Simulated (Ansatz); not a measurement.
(H2Al-mu-PSiH3)2 (Al2Si4P2H16), relaxed as a singlet with RKS PBE0-D4/def2-SVP in Ansatz, starting from the GFN2-xTB geometry. Force threshold 0.03 eV/Å.

Start:

Cartesian coordinates in Å:
```
Al 1.032 0.673 -1.066
H 0.445 1.652 -2.128
H 2.533 0.274 -0.937
P -0.296 -1.369 -1.148
Si -1.940 -1.185 -2.663
Si 0.811 -3.317 -1.236
Al -1.065 -0.651 1.052
H -2.566 -0.256 0.918
H -0.479 -1.632 2.113
P 0.268 1.390 1.135
Si -0.780 3.365 1.287
Si 1.928 1.124 2.623
H -1.943 -2.450 -3.404
H -1.631 -0.054 -3.543
H -3.204 -0.982 -1.949
H 2.215 -3.032 -1.539
H 0.181 -4.092 -2.309
H 0.667 -3.983 0.060
H -0.880 3.924 -0.062
H -2.103 3.141 1.874
H 0.048 4.201 2.159
H 2.006 2.387 3.363
H 1.582 0.011 3.511
H 3.169 0.861 1.889
```

Question: Estimate the energy that the relaxation releases and the steps that it takes.

Answer: 10.2 kcal/mol, in 21 steps; 55 s on 4 threads of AMD EPYC 9R45 on a shared host. The force fell under the threshold at step 7, but the optimiser went on and released 0.159 eV more. No frequencies were taken in this run, so the end may be a saddle point.

Question: Does the start keep its bonding?

Answer: By distances, no bond broke or formed. The bond that changes most is Al7–H8, from 1.56 to 1.59 Å (atoms count from 1).

Question: Predict the relaxed structure.

Answer: 
```
atom    x (Å)    y (Å)    z (Å)
 Al1   1.1457   0.8228  -1.0504
  H2   0.5812   1.9437  -2.0334
  H3   2.6792   0.3976  -0.9553
  P4  -0.2624  -1.1709  -1.1733
 Si5  -1.7770  -1.0877  -2.8261
 Si6   0.9162  -3.0673  -1.3898
 Al7  -1.1903  -0.8269   1.0625
  H8  -2.7172  -0.3841   0.9491
  H9  -0.6461  -1.9511   2.0524
 P10   0.2335   1.1565   1.1925
Si11  -0.8994   3.0812   1.4065
Si12   1.7881   1.0708   2.8072
 H13  -2.6818  -2.2728  -2.7457
 H14  -1.0798  -1.0795  -4.1472
 H15  -2.5525   0.1720  -2.6406
 H16   1.6289  -3.0703  -2.7028
 H17   0.0041  -4.2474  -1.3140
 H18   1.8974  -3.0966  -0.2673
 H19  -1.9142   3.1128   0.3155
 H20  -1.5692   3.1325   2.7399
 H21   0.0402   4.2339   1.2754
 H22   2.7201   2.2278   2.6648
 H23   1.1326   1.1171   4.1483
 H24   2.5226  -0.2139   2.6320
```
Bond lengths (bridged metal pairs left out): 4 × P–Si 2.24 Å; 4 × Al–P 2.44 to 2.45 Å; 12 × H–Si 1.49 Å; 4 × Al–H 1.59 Å.
